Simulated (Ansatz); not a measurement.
Computed with Ansatz.

A structure relaxed at PBE0-D4/def2-TZVP, charge 0, multiplicity 1:

```xyz
14

C    -1.4751    0.2212    1.9232
O    -0.5350    1.0320    1.2440
Si    0.1147    0.6756   -0.1910
S    -1.3278    0.3806   -1.7245
Cl    1.3282    2.2521   -0.6476
O     0.9517   -0.7052   -0.0694
C     1.7691   -1.2790   -1.0694
H    -1.0023   -0.6927    2.2924
H    -1.8561    0.7926    2.7699
H    -2.3107   -0.0467    1.2691
H    -1.6218    1.6878   -1.8203
H     1.2123   -1.4340   -1.9984
H     2.1199   -2.2433   -0.7013
H     2.6329   -0.6412   -1.2766
```

(1) Give its formula and SMILES.

(2) Point group (tolerance 0.08 Å, 0.16 Å for H)?

(3) Summarise the bond lengths by kind.

Answers

(1) C2H7ClO2SSi, `CO[Si](S)(Cl)OC`.

(2) C1.

(3) 2 × C–O 1.413 to 1.415 Å; 6 × C–H 1.090 to 1.094 Å; 2 × O–Si 1.615 to 1.619 Å; 1 × S–Si 2.126 Å; 1 × Cl–Si 2.041 Å; 1 × H–S 1.343 Å.
